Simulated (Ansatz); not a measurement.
Correlation energies of `C[O][Ga]([OH])[OH]` by basis set

```xyz
10

C     0.874    0.716   -1.512
O     0.009    1.091   -0.463
Ga   -0.530   -0.057    0.759
O     0.066   -1.733    0.633
O    -1.622    0.544    2.022
H     1.777    1.335   -1.478
H     0.380    0.886   -2.473
H     1.180   -0.336   -1.467
H    -0.248   -2.327    1.316
H    -1.886   -0.119    2.663
```

Total charge 0; spin multiplicity 1. Correlated methods include outer-core shells of Ga, which these sets cover unevenly. Scalar relativity is left out up to krypton. The structure was optimised at the PBE0-D4/def2-TZVP level. It is one conformer, not always the lowest. Frozen core, restricted reference, Ansatz.

```json
{"basis": "def2-SVP", "HF (Eh)": "-2188.22992", "MP2 corr.": "-0.91769"}
{"basis": "def2-TZVPP", "HF (Eh)": "-2188.81423", "MP2 corr.": "-1.12385"}
{"basis": "def2-QZVPP", "HF (Eh)": "-2188.86823", "MP2 corr.": "-1.44062"}
```

(1) Estimate the CCSD correlation energy and the (T) correction in each basis where they were run (hartree).

Results:

(1) 
```
     basis  CCSD corr.       (T)
  def2-SVP    -0.93293  -0.02401
def2-TZVPP    -1.13105  -0.04291
```
